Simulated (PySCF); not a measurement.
disilicon carbide (CSi2), SMILES [Si]=C=[Si] (connectivity only; charge and spin as stated), neutral, multiplicity 1.

Geometry optimised at r2SCAN-D4/def2-TZVP. The geometry has at least one imaginary mode, so it is a saddle point at that level.

Two levels are set side by side: TDA-PBE/def2-TZVPD (PySCF) and ADC(2)/aug-cc-pVDZ (PySCF). Vertical, same geometry; the bases differ. Differences are taken from unrounded values.

```json
[
 {"quantity": "lowest singlet excitation (eV)", "ADC(2)": "3.07", "TDA-PBE": "2.85", "TDA-PBE minus ADC(2)": "-0.22"}
]
```

A lower first singlet is the usual sign of a functional without exact exchange. Differences between two approximate levels are no errors against the true value.

Rough cost on one machine, each run with all the roots and properties that it gave: ADC(2) against TDA-PBE about 4 times.
